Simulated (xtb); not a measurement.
Br4Si, charge +3, doublet, at a GFN2-xTB geometry of the parent state (a state made from the parent by changing its charge; the spin is typed, not shown lowest); GFN2-xTB in xtb 6.7.1.

xtb was given this input:
```
$ xtb mol.xyz --gfn 2 --chrg 3 --uhf 1 --json

# file mol.xyz
5

Br    -1.18518439    -1.48795623    -1.16312035
Si     0.00000000     0.00000000    -0.00000000
Br    -1.11591421     1.92799319     0.09540675
Br     1.96640642     0.32802890    -0.99858277
Br     0.33469218    -0.76806587     2.06629637
```

What does xtb print? Leave out banner, timings and long lists.


```
   ID    Z sym.   atoms
    1   35 Br     1, 3-5
    2   14 Si     2

           -------------------------------------------------
          |                Calculation Setup                |
           -------------------------------------------------

           -------------------------------------------------
          |                 G F N 2 - x T B                 |
           -------------------------------------------------

          ...................................................
          :                      SETUP                      :
          :.................................................:
          :  # basis functions                  50          :
          :  # atomic orbitals                  45          :
          :  # shells                           15          :
          :  # electrons                        29          :
          :  max. iterations                   250          :
          :  Hamiltonian                  GFN2-xTB          :
          :  restarted?                      false          :
          :  GBSA solvation                  false          :
          :  PC potential                    false          :
          :  electronic temp.          300.0000000     K    :
          :  accuracy                    1.0000000          :
          :  -> integral cutoff          0.2500000E+02      :
          :  -> integral neglect         0.1000000E-07      :
          :  -> SCF convergence          0.1000000E-05 Eh   :
          :  -> wf. convergence          0.1000000E-03 e    :
          :  Broyden damping             0.4000000          :
          :  net charge                          3          :
          :  unpaired electrons                  1          :
          ...................................................

 iter      E             dE          RMSdq      gap      omega  full diag
   1    -15.5239935 -0.155240E+02  0.934E+00    0.00       0.0  T
   2    -15.3493266  0.174667E+00  0.938E+00    0.00       1.0  T
   3    -15.8905431 -0.541216E+00  0.370E+00    0.00       1.0  T
   4    -15.9096324 -0.190894E-01  0.304E+00    0.00       1.0  T
   5    -15.9480276 -0.383952E-01  0.159E+00    0.00       1.0  T
   6    -15.9623640 -0.143364E-01  0.364E-01    0.00       1.0  T
   7    -15.9517481  0.106160E-01  0.175E+00    0.00       1.0  T
   8    -15.9629690 -0.112209E-01  0.184E-01    0.00       1.0  T
   9    -15.9626916  0.277409E-03  0.327E-01    0.00       1.0  T
  10    -15.9629796 -0.288044E-03  0.158E-01    0.00       1.0  T
  11    -15.9627007  0.278901E-03  0.319E-01    0.00       1.0  T
  12    -15.9630523 -0.351594E-03  0.726E-02    0.00       1.0  T
  13    -15.9630699 -0.175643E-04  0.300E-02    0.00       1.5  T
  14    -15.9630726 -0.271472E-05  0.149E-02    0.00       3.0  T
  15    -15.9630734 -0.790600E-06  0.935E-03    0.00       4.8  T
  16    -15.9630738 -0.392255E-06  0.484E-03    0.00       9.2  T
  17    -15.9630739 -0.123574E-06  0.138E-03    0.00      32.3  T
  18    -15.9630739 -0.109114E-07  0.232E-04    0.00     192.9  T
  19    -15.9630739  0.462510E-10  0.251E-04    0.00     178.0  T

   *** convergence criteria satisfied after 19 iterations ***

         :::::::::::::::::::::::::::::::::::::::::::::::::::::
         ::                     SUMMARY                     ::
         :::::::::::::::::::::::::::::::::::::::::::::::::::::
         :: total energy             -15.935769249641 Eh    ::
         :: gradient norm              0.045216723433 Eh/a0 ::
         :: HOMO-LUMO gap              0.000000896583 eV    ::
         ::.................................................::
         :: SCC energy               -15.963070223919 Eh    ::
         :: -> isotropic ES            0.927807690649 Eh    ::
         :: -> anisotropic ES          0.000343759539 Eh    ::
         :: -> anisotropic XC          0.000334119342 Eh    ::
         :: -> dispersion             -0.007389764811 Eh    ::
         :: repulsion energy           0.027300974278 Eh    ::
         :: add. restraining           0.000000000000 Eh    ::
         :: total charge               2.999999999495 e     ::
         :::::::::::::::::::::::::::::::::::::::::::::::::::::

           -------------------------------------------------
          |                Property Printout                |
           -------------------------------------------------

    * Orbital Energies and Occupations

         #    Occupation            Energy/Eh            Energy/eV
      -------------------------------------------------------------
         1        2.0000           -1.5026835             -40.8901
       ...           ...                  ...                  ...
         3        2.0000           -1.4055810             -38.2478
         4        2.0000           -1.4055810             -38.2478
         5        2.0000           -1.2438260             -33.8462
         6        2.0000           -1.1133943             -30.2970
         7        2.0000           -1.1133943             -30.2970
         8        2.0000           -1.1133942             -30.2970
         9        2.0000           -1.0838929             -29.4942
        10        2.0000           -1.0838929             -29.4942
        11        1.9948           -1.0748810             -29.2490
        12        1.9948           -1.0748810             -29.2490
        13        1.9948           -1.0748810             -29.2490
        14        1.0053           -1.0690400             -29.0901
        15        1.0052           -1.0690400             -29.0901 (HOMO)
        16        1.0052           -1.0690399             -29.0901 (LUMO)
        17                         -0.8330572             -22.6686
        18                         -0.8330572             -22.6686
        19                         -0.8330571             -22.6686
        20                         -0.8292945             -22.5663
        21                         -0.6804924             -18.5171
        22                         -0.6804924             -18.5171
        23                         -0.6241383             -16.9837
        24                         -0.6241382             -16.9837
        25                         -0.6241382             -16.9837
        26                         -0.5867699             -15.9668
       ...                                ...                  ...
        45                          0.5454702              14.8430
      -------------------------------------------------------------
                  HL-Gap            0.0000000 Eh            0.0000 eV
             Fermi-level           -1.0690288 Eh          -29.0898 eV

     #   Z          covCN         q      C6AA      α(0)
     1  35 Br       0.880     0.593   169.394    20.985
     2  14 Si       3.310     0.629   114.634    21.659
     3  35 Br       0.880     0.593   169.394    20.985
     4  35 Br       0.880     0.593   169.394    20.985
     5  35 Br       0.880     0.593   169.394    20.985

 Mol. C6AA /au·bohr⁶  :       3913.694807
 Mol. C8AA /au·bohr⁸  :     252787.998352
 Mol. α(0) /au        :        105.598035

Wiberg/Mayer (AO) data.
largest (>0.10) Wiberg bond orders for each atom

 ---------------------------------------------------------------------------
     #   Z sym  total        # sym  WBO       # sym  WBO       # sym  WBO
 ---------------------------------------------------------------------------
     1  35 Br   1.634 --     2 Si   1.068     5 Br   0.189     4 Br   0.189
                             3 Br   0.189
     2  14 Si   4.274 --     3 Br   1.068     1 Br   1.068     4 Br   1.068
                             5 Br   1.068
     3  35 Br   1.634 --     2 Si   1.068     5 Br   0.189     4 Br   0.189
                             1 Br   0.189
     4  35 Br   1.634 --     2 Si   1.068     5 Br   0.189     1 Br   0.189
                             3 Br   0.189
     5  35 Br   1.634 --     2 Si   1.068     4 Br   0.189     1 Br   0.189
                             3 Br   0.189
 ---------------------------------------------------------------------------

Topologies differ in total number of bonds
Writing topology from bond orders to xtbtopo.mol

molecular dipole:
                 x           y           z       tot (Debye)
 q only:       -0.000      -0.000       0.000
   full:        0.000      -0.000      -0.000       0.000
molecular quadrupole (traceless):
                xx          xy          yy          xz          yz          zz
 q only:       -0.000      -0.000       0.000       0.000      -0.000       0.000
  q+dip:        0.000       0.000      -0.000      -0.000      -0.000       0.000
   full:        0.000       0.000      -0.000      -0.000      -0.000      -0.000

           -------------------------------------------------
          | TOTAL ENERGY              -15.935769249641 Eh   |
          | GRADIENT NORM               0.045216723433 Eh/α |
          | HOMO-LUMO GAP               0.000000896583 eV   |
           -------------------------------------------------

normal termination of xtb
```
